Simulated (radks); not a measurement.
Values are calculated unless marked as measured or tabulated.
These are the eigenvalues of the occupied orbitals of an atom or ion with whole-number occupations (hartree). Level of theory: non-relativistic Kohn-Sham, r2SCAN, spin-unpolarised, spherical densities, point nucleus; meta-GGA in the generalised Kohn-Sham scheme (a radial shooting solver on a logarithmic mesh with Libxc functionals).

orbital  eigenvalue
1s        -1262.165
2s        -195.1585
2p        -183.8860
3s        -42.34678
3p        -37.54230
3d        -28.64174
4s         -9.56660
4p         -7.80750
4d         -4.76380
5s         -2.45111
5p         -1.95264

Which element is it, and in what charge state? The configuration may be excited.

Answer. Z = 55, caesium, charge +4: Cs4+ in [Kr] 4d9 5s2 5p4. The list shows which subshells hold electrons but not how many an open one holds; the 1s level, -1262.2 hartree, gives Z - s = 50.2 by -(Z - s)^2/2, which with screening narrows Z to a few neighbours, and the depths of the outer levels then fix element, charge and occupations together.
